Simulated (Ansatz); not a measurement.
Geometry optimisation, Ansatz 0.2.0, UKS PBE/def2-SVP.

Input file:

```yaml
crystal:
  periodic: [false, false, false]
  atoms:
    - { symbol: Ti, position_ang: [0.003472, 0.031571, -0.044261] }
    - { symbol: Cl, position_ang: [0.072519, 0.355963, 2.268812] }
    - { symbol: O, position_ang: [1.65332, -0.040992, -0.73507] }
    - { symbol: H, position_ang: [2.206687, -0.838951, -0.831182] }
    - { symbol: O, position_ang: [-0.850847, 1.379006, -0.854688] }
    - { symbol: H, position_ang: [-1.810891, 1.490521, -0.979748] }
    - { symbol: O, position_ang: [-0.845636, -1.512406, -0.262609] }
    - { symbol: H, position_ang: [-1.425614, -2.126822, 0.220772] }
    - { symbol: H, position_ang: [-0.09521, -0.38639, 4.725073] }
magnetization:
  spin_polarized: true
  initial_magnetization: 1
basis:
  gaussian: { orbitals: def2-SVP }
hamiltonian:
  xc: pbe
relax:
  f_tol: 0.03
  max_steps: 50
```

Launched with:

```bash
$ ansatz run input.yaml --threads 4 --pin off --max-ram 5120MiB --backend cpu --events-out ev --progress --plain --runs-dir out
```

Q: Where does it end, and by what steps?

A: The forces met the threshold. The force dipped under the threshold on the way, but the program's further checks kept it going. After 9 steps the energy has fallen by 0.084 eV; H9 moved furthest, 0.64 Å.

| step | energy less start (eV) | largest force component (eV/Å) | accepted |
| --- | --- | --- | --- |
| 0 | 0.0000 | 1.082 | yes |
| 1 | -0.0560 | 0.242 | yes |
| 2 | -0.0634 | 0.072 | yes |
| 3 | -0.0751 | 0.070 | yes |
| 4 | -0.0760 | 0.087 | yes |
| 5 | -0.0807 | 0.050 | yes |
| 6 | -0.0829 | 0.027 | yes |
| 7 | -0.0836 | 0.044 | yes |
| 8 | -0.0837 | 0.033 | yes |
| 9 | -0.0838 | 0.008 | yes |

```xyz
9
Properties=species:S:1:pos:R:3
Ti 0.001 0.073 -0.120
Cl 0.110 0.503 2.070
O 1.648 -0.045 -0.824
H 2.185 -0.857 -0.876
O -0.857 1.400 -0.969
H -1.816 1.469 -1.130
O -0.871 -1.472 -0.269
H -1.351 -2.083 0.315
H -0.142 -0.636 5.312
```

Whether the end is a true minimum wasn't checked by a vibrational analysis.

Run time: 32 s on 4 threads of Arm Neoverse V1, with other jobs on the host, peak memory 0.22 GiB.
